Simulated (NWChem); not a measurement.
System: silene (CH4Si); SMILES C=[SiH2]

The following NWChem deck was run.

```
start job
memory heap 200 mb stack 900 mb global 1100 mb
geometry units angstroms noautosym nocenter noautoz
  C      0.000000     0.000000     1.152025
  Si     0.000000     0.000000    -0.546635
  H      0.000000     0.917629     1.728730
  H      0.000000    -0.917629     1.728730
  H      0.000000    -1.244778    -1.344625
  H      0.000000     1.244778    -1.344625
end
basis spherical
  * library def2-svp
end
dft
  xc pbe0
  iterations 150
end
cosmo
  do_cosmo_smd true
  solvent thf
end
task dft energy
```

Output (shortened):

```
             Northwest Computational Chemistry Package (NWChem) 7.3.0
             --------------------------------------------------------

                             Geometry "geometry" -> ""
                             -------------------------

 Output coordinates in angstroms (scale by  1.889725989 to convert to a.u.)

  No.       Tag          Charge          X              Y              Z
 ---- ---------------- ---------- -------------- -------------- --------------
    1 C                    6.0000     0.00000000     0.00000000     1.15202500
    2 Si                  14.0000     0.00000000     0.00000000    -0.54663500
    3 H                    1.0000     0.00000000     0.91762900     1.72873000
    4 H                    1.0000     0.00000000    -0.91762900     1.72873000
    5 H                    1.0000     0.00000000    -1.24477800    -1.34462500
    6 H                    1.0000     0.00000000     1.24477800    -1.34462500

 Effective nuclear repulsion energy (a.u.)      51.4887293093

                                 NWChem DFT Module
                                 -----------------

 Summary of "ao basis" -> "ao basis" (spherical)
 ------------------------------------------------------------------------------
       Tag                 Description            Shells   Functions and Types
 ---------------- ------------------------------  ------  ---------------------
 C                          def2-svp                 6       14   3s2p1d
 Si                         def2-svp                 8       18   4s3p1d
 H                          def2-svp                 3        5   2s1p

 in cosmo_initialize ...
 calling solv_data for solv:thf

 solvent parameters
 solvname_short: thf
 solvname_long:  tetrahydrofuran
 dielec:        7.4257
 dielecinf:     1.9740
 nonaqueous SMD model solvent descriptors
 dielec:        7.4257
 sola:          0.0000
 solb:          0.4800
 solc:          0.0000
 solg:         39.4400
 solh:          0.0000
 soln:          1.4050

          ---------------
          -cosmo- solvent
          ---------------
 Cosmo: York-Karplus, doi: 10.1021/jp992097l
 dielectric constant -eps-     =   7.43
 screen = (eps-1)/(eps    )    =   0.86533
 surface charge correction     = lagrangian

   van der Waals surface
 --------------------------

 ---------- ATOMIC COORDINATES (A.U.) ------------ VDWR(ANG.) --
     1    0.00000000    0.00000000    2.17701158     1.850
     2    0.00000000    0.00000000   -1.03299037     2.470
     3    0.00000000    1.73406737    3.26682601     1.200
     4    0.00000000   -1.73406737    3.26682601     1.200
     5    0.00000000   -2.35228934   -2.54097281     1.200
     6    0.00000000    2.35228934   -2.54097281     1.200
 number of segments per atom =        128
 number of   points per atom =        128
 atom (   nspa,  nppa )
 ----------------------
    1 (     60,     0 )       0
    2 (    108,     0 )       0
    3 (     52,     0 )       0
    4 (     52,     0 )       0
    5 (     32,     0 )       0
    6 (     32,     0 )       0
 number of -cosmo- surface points =      336
 molecular surface =     90.602 angstrom**2
 molecular volume  =     75.610 angstrom**3
 -lineq- algorithm             =   0
 -bem- low  level              =   3
 -bem- from -octahedral-
 gaussian surface charge width =   4.50000
 degree of switching           =   1.00000
 switching function tolerance  =   0.00010
 atomic radii =
 --------------
    1  6.000  1.850
    2 14.000  2.470
    3  1.000  1.200
    4  1.000  1.200
    5  1.000  1.200
    6  1.000  1.200
 ...... end of -cosmo- initialization ......

 nat:                     6
 ixmem:                  2111
 calling mnsol_interface()
 G(SMD-CDS) energy (kcal/mol)  =     0.813
 SMD-CDS SASA (angstrom**2)    =   105.825

            General Information
            -------------------
          SCF calculation type: DFT
          Wavefunction type:  closed shell.
          No. of atoms     :     6
          No. of electrons :    24
           Alpha electrons :    12
            Beta electrons :    12
          Charge           :     0
          Spin multiplicity:     1
          Use of symmetry is: off; symmetry adaption is: off
          Maximum number of iterations: 150
          AO basis - number of functions:    52
                     number of shells:    26
          Convergence on energy requested:  1.00D-06
          Convergence on density requested:  1.00D-05
          Convergence on gradient requested:  5.00D-04

[...]

                                COSMO-SMD solvation results
                                ---------------------------

             internal energy in gas <Psi(g)|H|Psi(g)> =      -329.638790718898
         internal energy in solvent <Psi(s)|H|Psi(s)> =      -329.638532691492
                               delta internal energy  =         0.000258027406 (    0.16 kcal/mol)
   total free energy in solvent <Psi(s)|H+V/2|Psi(s)> =      -329.641136489848
 polarization energy contribution <Psi(s)|V/2|Psi(s)> =        -0.002603798356 (   -1.63 kcal/mol)
    total free energy in solvent including G(SMD-CDS) =      -329.639841282645
                       G(SMD-CDS) energy contribution =         0.001295207203 (    0.81 kcal/mol)
     1 M fixed-concentration free energy of solvation =        -0.001050563747 (   -0.66 kcal/mol)

                       DFT Final Molecular Orbital Analysis
                       ------------------------------------

 Vector   10  Occ=2.000000D+00  E=-3.718306D-01
              MO Center=  6.0D-11,  3.0D-09,  2.8D-01, r^2= 2.5D+00
   Bfn.  Coefficient  Atom+Function         Bfn.  Coefficient  Atom+Function
  ----- ------------  ---------------      ----- ------------  ---------------
     6      0.411906  1 C  pz                24     -0.305059  2 Si pz
     9      0.183304  1 C  pz                21      0.176202  2 Si pz
    27     -0.175457  2 Si pz                43      0.171866  5 H  s
    48      0.171866  6 H  s                 33      0.158238  3 H  s
    38      0.158238  4 H  s                 44      0.083732  5 H  s

 Vector   11  Occ=2.000000D+00  E=-3.632758D-01
              MO Center=  3.8D-13, -3.5D-09, -7.7D-01, r^2= 2.9D+00
   Bfn.  Coefficient  Atom+Function         Bfn.  Coefficient  Atom+Function
  ----- ------------  ---------------      ----- ------------  ---------------
    43      0.314625  5 H  s                 48     -0.314625  6 H  s
    23     -0.268578  2 Si py                44      0.179637  5 H  s
    49     -0.179637  6 H  s                  5      0.169510  1 C  py
    26     -0.169389  2 Si py                20      0.151325  2 Si py
    33      0.139724  3 H  s                 38     -0.139724  4 H  s

 Vector   12  Occ=2.000000D+00  E=-2.464038D-01
              MO Center= -6.0D-10,  9.7D-11,  5.1D-01, r^2= 2.1D+00
   Bfn.  Coefficient  Atom+Function         Bfn.  Coefficient  Atom+Function
  ----- ------------  ---------------      ----- ------------  ---------------
     4      0.417594  1 C  px                 7      0.345197  1 C  px
    25      0.334704  2 Si px                22      0.270018  2 Si px
    19     -0.148643  2 Si px                31     -0.057638  2 Si d  1

 Vector   13  Occ=0.000000D+00  E=-3.878512D-02
              MO Center= -5.0D-10,  3.4D-10, -1.1D-01, r^2= 3.1D+00
   Bfn.  Coefficient  Atom+Function         Bfn.  Coefficient  Atom+Function
  ----- ------------  ---------------      ----- ------------  ---------------
    25      0.736648  2 Si px                 7     -0.523022  1 C  px
     4     -0.363649  1 C  px                22      0.298739  2 Si px
    19     -0.161701  2 Si px                31      0.097523  2 Si d  1

 Vector   14  Occ=0.000000D+00  E= 5.147808D-02
              MO Center=  1.2D-09,  5.1D-09, -8.2D-01, r^2= 3.8D+00
   Bfn.  Coefficient  Atom+Function         Bfn.  Coefficient  Atom+Function
  ----- ------------  ---------------      ----- ------------  ---------------
    18      2.129143  2 Si s                 44     -1.107885  5 H  s
    49     -1.107885  6 H  s                  3     -0.733813  1 C  s
    17      0.350287  2 Si s                  9      0.312266  1 C  pz
    16      0.238591  2 Si s                 43     -0.217732  5 H  s
    48     -0.217732  6 H  s                 27     -0.216521  2 Si pz

 Vector   15  Occ=0.000000D+00  E= 6.572853D-02
              MO Center=  1.2D-10,  2.8D-10, -1.4D-01, r^2= 5.0D+00
   Bfn.  Coefficient  Atom+Function         Bfn.  Coefficient  Atom+Function
  ----- ------------  ---------------      ----- ------------  ---------------
     3      2.261033  1 C  s                 27     -1.634988  2 Si pz
    18     -0.676990  2 Si s                 34     -0.628372  3 H  s
    39     -0.628372  4 H  s                 44     -0.525112  5 H  s
    49     -0.525112  6 H  s                 17      0.277512  2 Si s
     9     -0.264694  1 C  pz                 2      0.138878  1 C  s

     Multipole analysis of the density
     ---------------------------------

     L   x y z        total         alpha         beta         nuclear
     -   - - -        -----         -----         ----         -------
     0   0 0 0     -0.000000    -12.000000    -12.000000     24.000000

     1   1 0 0      0.000000      0.000000      0.000000      0.000000
     1   0 1 0      0.000000      0.000000      0.000000      0.000000
     1   0 0 1     -0.353059     -0.202485     -0.202485      0.051911

     2   2 0 0    -16.742322     -8.371161     -8.371161      0.000000
     2   1 1 0     -0.000000     -0.000000     -0.000000      0.000000
     2   1 0 1      0.000000      0.000000      0.000000      0.000000
     2   0 2 0    -15.084163    -16.082336    -16.082336     17.080510
     2   0 1 1     -0.000000     -0.000000     -0.000000      0.000000
     2   0 0 2    -14.804987    -46.218810    -46.218810     77.632634
```

Level: PBE0/def2-SVP, SMD on the gas-phase geometry. Geometry: optimised at PBE0-D3(BJ)/def2-TZVP. Solvent: tetrahydrofuran.
